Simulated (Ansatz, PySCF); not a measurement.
1,2-difluorocyclobutene (C4H4F2), SMILES FC1=C(F)CC1. Atoms are numbered in the order given.

```xyz
10

F     -1.6080     0.0000    -1.1360
C     -0.6694     0.0000    -0.2021
C      0.6694     0.0000    -0.2021
F      1.6080     0.0000    -1.1360
C      0.7882     0.0000     1.2996
C     -0.7882     0.0000     1.2996
H      1.2415    -0.9002     1.7447
H      1.2415     0.9002     1.7447
H     -1.2415     0.9002     1.7447
H     -1.2415    -0.9002     1.7447
```
Charge 0, spin multiplicity 1.

Coordinates come from a B3LYP-D3(BJ)/def2-SVP optimisation.

Two levels are set side by side: PBE-D3(BJ)/def2-SVP (Ansatz, a first-principles code) and B3LYP-D3(BJ)/def2-SVP (Ansatz). Each level has its own optimised geometry; the coordinates shown are those of the second. Frequencies come from the Hessian of PySCF at each geometry. Differences are taken from unrounded values.

```
quantity                            B3LYP-D3(BJ)  PBE-D3(BJ)  PBE-D3(BJ) minus B3LYP-D3(BJ)
----------------------------------  ------------  ----------  -----------------------------
mean bond length (Å)                       1.298       1.304                          0.006
bond F1–C2 (Å)                             1.324       1.330                          0.006
bond C2–C3 (Å)                             1.339       1.351                          0.013
bond C2–C6 (Å)                             1.506       1.508                          0.001
bond C3–F4 (Å)                             1.324       1.330                          0.006
bond C3–C5 (Å)                             1.506       1.508                          0.001
bond C5–C6 (Å)                             1.576       1.576                         -0.001
bond C5–H7 (Å)                             1.102       1.110                          0.008
bond C5–H8 (Å)                             1.102       1.110                          0.008
bond C6–H9 (Å)                             1.102       1.110                          0.008
bond C6–H10 (Å)                            1.102       1.110                          0.008
highest harmonic wavenumber (cm⁻¹)          3112        3047                            -65
mean harmonic wavenumber (cm⁻¹)             1314        1278                            -36
zero-point energy (kcal/mol)               45.07       43.84                          -1.23
```

GGA bonds tend to be longer and softer than those of functionals with exact exchange. Differences between two approximate levels are no errors against the true value.
